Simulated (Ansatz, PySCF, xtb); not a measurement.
Complex: CH3Cl (SMILES CCl) (first 5 atoms) with CH2O (SMILES C=O); geometry from B3LYP-D3(BJ)/def2-TZVP, rigid monomers moved along the line of their centres of mass till H5···O7 is 2.17 Å.
(charge 0, multiplicity 1):
| atom | x (Å) | y (Å) | z (Å) |
|---|---|---|---|
| C | -0.6485 | -0.9359 | -0.1772 |
| Cl | 0.2849 | 0.6019 | -0.1570 |
| H | -1.6108 | -0.7362 | -0.6379 |
| H | -0.0857 | -1.6604 | -0.7573 |
| H | -0.7688 | -1.2674 | 0.8498 |
| C | 0.3735 | 0.3433 | 2.7618 |
| O | -0.2387 | -0.6848 | 2.8766 |
| H | -0.1269 | 1.3286 | 2.7762 |
| H | 1.4722 | 0.3612 | 2.6430 |

Monomers are frozen at their geometry in the pair; levels with a basis set take the counterpoise correction. Rows marked so take none.

Rows in 3-21G, 6-31G* carry no dispersion term and start afresh at each structure (6-31G* with six Cartesian d functions).

The values were computed with Ansatz (a first-principles code) with Gaussian orbitals; PySCF for 3-21G rows, 6-31G* rows, the dispersion terms; xtb for the GFN methods. 

### Question
One of these levels gives -3.88 kcal/mol for the interaction energy. Name it.
A) GFN2-xTB
B) HF/3-21G (no counterpoise)
C) BP86/6-31G* (no counterpoise)
D) PBE-D3(BJ)/def2-TZVPPD

### Answer
A, GFN2-xTB. The others give -2.58 (HF/3-21G (no counterpoise)), -3.33 (PBE-D3(BJ)/def2-TZVPPD), -1.28 (BP86/6-31G* (no counterpoise))
